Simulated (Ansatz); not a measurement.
Geometry optimisation, Ansatz 0.2.0, RKS PBE-D4/def2-SVP.

Input:

```yaml
crystal:
  periodic: [false, false, false]
  atoms:
    - { symbol: "N", position_ang: [-0.4187, 0.9556, 0.1919] }
    - { symbol: B, position_ang: [-0.0101, -0.4426, 0.0203] }
    - { symbol: O, position_ang: [1.1424, -0.9089, 0.724] }
    - { symbol: F, position_ang: [-0.6677, -1.3356, -0.8345] }
    - { symbol: H, position_ang: [-0.4873, 1.4139, -0.7935] }
    - { symbol: H, position_ang: [-1.4528, 0.9853, 0.5236] }
    - { symbol: H, position_ang: [1.9554, -0.7357, 0.1225] }
basis:
  gaussian: { orbitals: def2-SVP }
hamiltonian:
  xc: pbe
  dispersion: d4
relax:
  f_tol: 0.015
  max_steps: 40
output:
  orbitals: {}
```

Launched with:

```bash
$ ansatz run input.yaml --threads 1 --pin off --max-ram 2048MiB --backend cpu --events-out ev --progress --plain --runs-dir out
```

**Question.** Where does it end, and by what steps?

**Answer.** It converged. After 12 steps the energy has fallen by 1.379 eV; H6 moved furthest, 1.32 Å.

| step | energy less start (eV) | largest force component (eV/Å) | accepted |
| --- | --- | --- | --- |
| 0 | 0.0000 | 2.346 | yes |
| 1 | -0.1810 | 1.769 | yes |
| 2 | -0.2896 | 1.035 | yes |
| 3 | -0.4406 | 0.399 | yes |
| 4 | -0.5553 | 0.506 | yes |
| 5 | -0.7462 | 1.054 | yes |
| 6 | -0.9949 | 0.746 | yes |
| 7 | -1.1787 | 0.520 | yes |
| 8 | -1.2955 | 0.357 | yes |
| 9 | -1.3638 | 0.535 | yes |
| 10 | -1.3772 | 0.282 | yes |
| 11 | -1.3786 | 0.021 | yes |
| 12 | -1.3787 | 0.015 | yes |

```xyz
7
Properties=species:S:1:pos:R:3
N -0.531 0.756 -0.029
B 0.042 -0.515 -0.291
O 1.116 -1.060 0.368
F -0.500 -1.271 -1.269
H -1.330 1.091 -0.565
H -0.209 1.409 0.681
H 1.472 -0.479 1.060
```

Whether the end is a true minimum wasn't checked by a vibrational analysis.

The run took 13 s on 1 CPU thread of a shared host.
